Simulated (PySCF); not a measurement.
**As³⁺ (arsenic, charge +3) across methods**

[Ar] 3d10 4s2, closed-shell 1S. Computed with PySCF 2.14 in ANO-RCC-VTZP, with scalar relativity by spin-free X2C-1e.

```csv
method,E (hartree),mean ε 3p (eV),mean ε 3d (eV),mean ε 4s (eV),Σ⟨r²⟩ (bohr²),⟨S²⟩
revPBE,-2258.508,-168.21,-75.092,-44.250,16.41,0.000
wB97M-V,-2258.463,-177.89,-81.662,-48.085,16.43,0.000
M06,-2258.671,-176.58,-79.787,-46.527,16.31,0.000
PBE0,-2258.364,-175.53,-79.403,-45.566,16.40,0.000
B3LYP,-2258.679,-174.05,-78.664,-45.614,16.42,0.000
LDA,-2255.177,-168.07,-75.531,-44.840,16.37,0.000
UHF,-2257.00134,-196.02,-90.887,-48.092,16.54,0.000
PBE,-2258.330,-168.24,-75.167,-44.404,16.40,0.000
```

Question: Estimate the same row for r2SCAN.

Answer: E (hartree) = -2258.596; mean ε 3p (eV) = -171.94; mean ε 3d (eV) = -76.167; mean ε 4s (eV) = -44.703; Σ⟨r²⟩ (bohr²) = 16.39; ⟨S²⟩ = 0.000.
